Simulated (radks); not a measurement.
Species: P+. Configuration: [Ne] 3s2 3p2 (the NIST ground configuration). Calculated with a radial shooting solver on a logarithmic mesh with Libxc functionals: scalar-relativistic Kohn-Sham, r2SCAN, spin-polarised, spherical densities, finite nucleus; open shells are filled with parallel spins first; meta-GGA in the generalised Kohn-Sham scheme; Fermi nuclear charge, rms radius 3.1889 fm.

Local quantities along the radius. ELF = 1/(1 + alpha^2) is the electron localisation function; alpha = (tau - tau_W)/tau_unif compares the Pauli kinetic energy density with that of the uniform gas (summed over spins); 4 pi r^2 rho is in e/bohr; r v_xc is r times the local exchange-correlation potential of spin up (hartree bohr, multiplicative part alone). tau is taken from the large components.

| r (bohr) | ELF | alpha | 4 pi r^2 rho | r v_xc |
|---|---|---|---|---|
| 0.006124 | 1.000 | 0.01034 | 0.8862 | -0.1198 |
| 0.007848 | 1.000 | 0.01102 | 1.378 | -0.1425 |
| 0.009977 | 1.000 | 0.01197 | 2.083 | -0.1695 |
| 0.01278 | 1.000 | 0.01338 | 3.136 | -0.2034 |
| 0.01625 | 1.000 | 0.01540 | 4.555 | -0.2425 |
| 0.02083 | 1.000 | 0.01857 | 6.505 | -0.2900 |
| 0.02648 | 0.999 | 0.02344 | 8.858 | -0.3425 |
| 0.03393 | 0.999 | 0.03193 | 11.62 | -0.4026 |
| 0.04313 | 0.998 | 0.04681 | 14.27 | -0.4645 |
| 0.05483 | 0.994 | 0.07602 | 16.32 | -0.5278 |
| 0.07026 | 0.980 | 0.1426 | 17.13 | -0.5949 |
| 0.08932 | 0.918 | 0.2991 | 16.24 | -0.6621 |
| 0.1145 | 0.667 | 0.7062 | 13.93 | -0.6101 |
| 0.1455 | 0.313 | 1.482 | 11.62 | -0.4904 |
| 0.1865 | 0.217 | 1.898 | 10.87 | -0.6141 |
| 0.237 | 0.396 | 1.235 | 12.42 | -0.7209 |
| 0.3038 | 0.705 | 0.6470 | 15.06 | -0.9209 |
| 0.3862 | 0.842 | 0.4331 | 15.99 | -0.9790 |
| 0.4948 | 0.864 | 0.3962 | 13.55 | -1.023 |
| 0.6291 | 0.772 | 0.5442 | 8.841 | -0.9673 |
| 0.8061 | 0.323 | 1.448 | 4.397 | -0.6105 |
| 1.025 | 0.083 | 3.315 | 2.405 | -0.6395 |
| 1.313 | 0.387 | 1.259 | 2.292 | -0.8767 |
| 1.669 | 0.844 | 0.4298 | 2.413 | -0.9720 |
| 2.139 | 0.880 | 0.3690 | 1.851 | -1.011 |
| 2.72 | 0.783 | 0.5257 | 0.9661 | -0.9221 |
| 3.485 | 0.477 | 1.047 | 0.3113 | -0.5111 |
| 4.43 | 0.109 | 2.857 | 0.06207 | -0.05754 |
| 5.677 | 0.007 | 11.58 | 0.006323 | -0.1426 |
| 7.217 | 0.000 | 68.84 | 0.0003404 | -0.05707 |

On this mesh the ELF has minima near r = 0.19, 1.0 bohr, which separate the shells, and maxima near 0.44 (0.86), 1.9 (0.88).

Self-consistent cycle (total energy in hartree, residual of the potential): 1: -341.222938, 2e+00; 2: -341.540462, 1e+00; 3: -341.705843, 2e-01; 4: -341.708295, 2e-02; 5: -341.708421, 5e-03; 6: -341.708434, 7e-04; 7: -341.708433, 2e-04; 8: -341.708433, 1e-04; 9: -341.708433, 7e-05; 10: -341.708433, 3e-05; 11: -341.708433, 4e-06; 12: -341.708433, 8e-06; 13: -341.708433, 2e-06; 14: -341.708433, 2e-06; 15: -341.708433, 3e-06; 16: -341.708433, 4e-07.
